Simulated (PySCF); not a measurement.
Geometry:
```json
{"atom": "C1", "x (Å)": "2.598", "y (Å)": "0.605", "z (Å)": "0.457"}
{"atom": "C2", "x (Å)": "1.663", "y (Å)": "-0.119", "z (Å)": "-0.501"}
{"atom": "P3", "x (Å)": "0.051", "y (Å)": "-0.485", "z (Å)": "0.277"}
{"atom": "O4", "x (Å)": "0.180", "y (Å)": "-1.244", "z (Å)": "1.566"}
{"atom": "C5", "x (Å)": "-0.893", "y (Å)": "-1.388", "z (Å)": "-1.000"}
{"atom": "C6", "x (Å)": "-2.298", "y (Å)": "-1.738", "z (Å)": "-0.527"}
{"atom": "C7", "x (Å)": "-0.794", "y (Å)": "1.122", "z (Å)": "0.502"}
{"atom": "C8", "x (Å)": "-1.001", "y (Å)": "1.981", "z (Å)": "-0.736"}
{"atom": "H9", "x (Å)": "2.633", "y (Å)": "0.075", "z (Å)": "1.420"}
{"atom": "H10", "x (Å)": "2.262", "y (Å)": "1.636", "z (Å)": "0.653"}
{"atom": "H11", "x (Å)": "3.619", "y (Å)": "0.661", "z (Å)": "0.054"}
{"atom": "H12", "x (Å)": "1.514", "y (Å)": "0.436", "z (Å)": "-1.442"}
{"atom": "H13", "x (Å)": "2.078", "y (Å)": "-1.104", "z (Å)": "-0.774"}
{"atom": "H14", "x (Å)": "-0.899", "y (Å)": "-0.817", "z (Å)": "-1.943"}
{"atom": "H15", "x (Å)": "-0.310", "y (Å)": "-2.306", "z (Å)": "-1.184"}
{"atom": "H16", "x (Å)": "-2.939", "y (Å)": "-0.846", "z (Å)": "-0.454"}
{"atom": "H17", "x (Å)": "-2.788", "y (Å)": "-2.441", "z (Å)": "-1.217"}
{"atom": "H18", "x (Å)": "-2.255", "y (Å)": "-2.206", "z (Å)": "0.468"}
{"atom": "H19", "x (Å)": "-0.206", "y (Å)": "1.649", "z (Å)": "1.271"}
{"atom": "H20", "x (Å)": "-1.751", "y (Å)": "0.873", "z (Å)": "0.990"}
{"atom": "H21", "x (Å)": "-1.517", "y (Å)": "2.919", "z (Å)": "-0.482"}
{"atom": "H22", "x (Å)": "-0.046", "y (Å)": "2.253", "z (Å)": "-1.211"}
{"atom": "H23", "x (Å)": "-1.614", "y (Å)": "1.468", "z (Å)": "-1.493"}
```

Geometry: PBE0-D3(BJ)/def2-SVP; GIAO shifts from PySCF 2.14.0 with density-fitted response routines, gas phase, non-relativistic, averaged over equivalent atoms.

At PBE0/def2-SVP (191 basis functions, 36 s wall time on 1 thread of an Arm Neoverse V1, shared host):
```
                             atoms  δ (ppm)
                          C2/C5/C7     20.7
                          C1/C6/C8      6.5
                                P3     26.5
                                O4     75.8
           H12/H13/H14/H15/H19/H20     1.23
H9/H10/H11/H16/H17/H18/H21/H22/H23     0.93
```

References, each an isolated molecule treated in the same way: ¹³C (σref 193.72) and ¹H (σref 31.34) vs TMS; H3PO4 for ³¹P (σref 385.86); H2O for ¹⁷O (σref 343.04).

Estimate the result of repeating the calculation with PBE0/cc-pVDZ.

## Answers


```
                             atoms  δ at PBE0/cc-pVDZ  change
                          C2/C5/C7               22.5    +1.8
                          C1/C6/C8                8.0    +1.5
                                P3               24.0    -2.5
                                O4               75.9    +0.1
           H12/H13/H14/H15/H19/H20               1.26   +0.03
H9/H10/H11/H16/H17/H18/H21/H22/H23               0.98   +0.05
```

δ = σ(ref) − σ, references computed at the same level: ¹³C (σref 196.75) and ¹H (σref 31.29) vs TMS; H3PO4 for ³¹P (σref 389.39); H2O for ¹⁷O (σref 343.34).

The largest change is at P3 (phosphorus bonded to 3 C, O). Cost: 191 basis functions, 39 s wall time on 1 thread of an Arm Neoverse V1, shared host.

Experimental scales use liquid or dissolved standards, which lie at an offset from isolated H2O (liquid H2O: subtract about 36 ppm) and H3PO4.
